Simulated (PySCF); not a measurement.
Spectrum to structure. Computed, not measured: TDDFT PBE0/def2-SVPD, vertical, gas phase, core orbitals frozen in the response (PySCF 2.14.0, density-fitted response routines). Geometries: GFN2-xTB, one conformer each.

| state | ν̃ (cm⁻¹) | f | main configurations (H = HOMO, L = LUMO) |
| --- | --- | --- | --- |
| S1 | 54120 | 0.0042 | H-1→L (95%) |
| S2 | 56780 | 0.334 | H→L (67%), H→L+1 (27%) |
| S3 | 58140 | 0.146 | H→L+1 (69%), H→L (24%) |
| S4 | 59570 | 0.0050 | H-2→L (89%) |
| S5 | 60970 | 0.011 | H→L+2 (85%) |
| S6 | 61960 | 0.013 | H-3→L (55%), H-3→L+4 (14%) |

Orbital energies (eV): HOMO-3 -9.44, HOMO-2 -9.36, HOMO-1 -8.73, HOMO -7.84, LUMO -0.32, LUMO+1 0.50, LUMO+2 0.93.

Problem. Which candidate is it? All have the formula C6H7N.
A. `C#C/C(C=C)=N\C`
B. `C(=C)/C=C/CC#N`
C. `N#CCC=C1CC1`
D. `C(/C=C\C1CN=1)=C`
E. `N#CC1=CCCC1`

Solution. C. Its S1, at 6.71 eV, is the highest among the candidates; the nearest of the others has S1 at 5.89 eV. S1 is HOMO-1→LUMO (95%). Löwdin shares by element: HOMO carbon 81% or more (atoms not listed hold the other 19%); LUMO carbon 64% or more (atoms not listed hold the other 36%). At the same level the other candidates give, for their lowest levels:
- `C=C/C=C\C1=NC1`: 3.80 eV (f 0.000); 4.47 eV (f 0.456); 5.49 eV (f 0.124); 6.17 eV (f 0.002); 6.62 eV (f 0.001); T1 2.38 eV; HOMO -7.00, LUMO -2.26 eV
- `C=C/C=C/CC#N`: 5.78 eV (f 0.835); 6.64 eV (f 0.013); 6.81 eV (f 0.007); 7.01 eV (f 0.005); 7.08 eV (f 0.003); T1 3.17 eV; HOMO -7.16, LUMO -1.25 eV
- `C#C/C(C=C)=N\C`: 4.02 eV (f 0.000); 5.30 eV (f 0.002); 5.31 eV (f 0.338); 5.65 eV (f 0.053); 6.49 eV (f 0.000); T1 3.10 eV; HOMO -7.39, LUMO -1.70 eV
- `N#CC1=CCCC1`: 5.89 eV (f 0.301); 6.38 eV (f 0.004); 6.83 eV (f 0.002); 6.87 eV (f 0.002); 7.42 eV (f 0.011); T1 3.55 eV; HOMO -7.57, LUMO -1.22 eV

The values belong to the conformer `[N:1]#[C:2][CH2:3][CH:4]=[C:5]1[CH2:6][CH2:7]1`: C2–C3–C4–C5 119°.
Triplets come from the Tamm–Dancoff approximation.
